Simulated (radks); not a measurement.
Spherical quantum dot in the effective-mass picture: electrons in a parabolic well V = omega^2 r^2 / 2 with omega = 0.0568, all in effective atomic units (hartree* = m*/eps^2 hartree, bohr* = eps/m* bohr), one dielectric constant everywhere. Method: non-relativistic Kohn-Sham, LDA (Slater exchange, Perdew-Wang correlation), spin-polarised, spherical densities; computed with a radial shooting solver with Libxc functionals. Levels are named by radial order and angular momentum (1s, 1p, 1d, 2s, ...), and open shells are averaged over m. Results are scaled to m* = 0.599 and eps = 7.9, for which hartree* = 261.2 meV and bohr* = 0.6979 nm.

N = 23, configuration 1s2 1p6 1d10 2s2 1f(up 3, down 0). This is the lowest configuration that the search found (a dilute case). Occupied and some empty levels:

level    occupation  eigenvalue (meV)  <r> (nm)
1s up             1            443.23     9.002
1s down           1            443.92     8.719
1p up             3            445.21     9.886
1p down           3            446.06     9.773
1d up             5            448.15     10.48
1d down           5            449.08     10.44
2s up             1            451.44     7.179
2s down           1            451.75     7.328
1f up             3            451.93     10.95
1f down           0            452.89     10.95
1g up             0            456.46     11.35
2p up             0            456.68     8.398
2p down           0            457.06     8.411
1g down           0            457.43     11.37
2d up             0            462.29     9.369
2d down           0            462.76     9.347

Energy (meV): total 6100.23, kinetic 162.26, external 2105.8, Hartree 4365.2, exchange-correlation -533.06.
